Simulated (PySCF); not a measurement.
# Exercise with solution: entropy of an ideal gas

SeCl3, SMILES [Se+](Cl)(Cl)Cl, charge +1.

Geometry optimised at PBE0-D3(BJ)/def2-SVP. The multiplicity is an assumed one; other spin states were not compared. The isomer is the one that the SMILES or the coordinates give; other isomers of the formula were not compared.

PBE0-D3(BJ)/def2-SVP (PySCF 2.14.0) gives the harmonic wavenumbers 157, 157, 202, 435, 435, 443 cm⁻¹ and the rotational temperatures 0.1046, 0.1046, 0.0632 K. The molar mass is 185.32 g/mol, the symmetry number 3, the spin multiplicity 1.

Q: Work out the entropy at 298.15 K and 1 atm in the rigid-rotor, harmonic-oscillator model.

A: 
Translation (Sackur–Tetrode at 1 atm): S = R[1.5 ln M + 2.5 ln T − 1.16487] = 173.9 J/(mol K).
Rotation: q = (√π/σ) T^1.5/√(θA θB θC) = 116000, S = R[ln q + 3/2] = 109.4 J/(mol K).
Vibration: with u = 1.4388 ν/T, each mode gives R[u/(e^u − 1) − ln(1 − e^−u)]:
| ν (cm⁻¹) | modes | u | S (J/(mol K)) |
|---|---|---|---|
| 157 | 2 | 0.76 | 21.64 |
| 202 | 1 | 0.97 | 8.85 |
| 435 | 2 | 2.10 | 7.05 |
| 443 | 1 | 2.14 | 3.42 |
These are all the modes. Sum 41.0 J/(mol K).
Spin: R ln 1 = 0.0 J/(mol K).
Total 324.2 J/(mol K); the program's own thermochemistry gives 324.2. Translation makes up 54 % and vibration 13 %. Anharmonicity, hindered rotation and orbital degeneracy are left out.
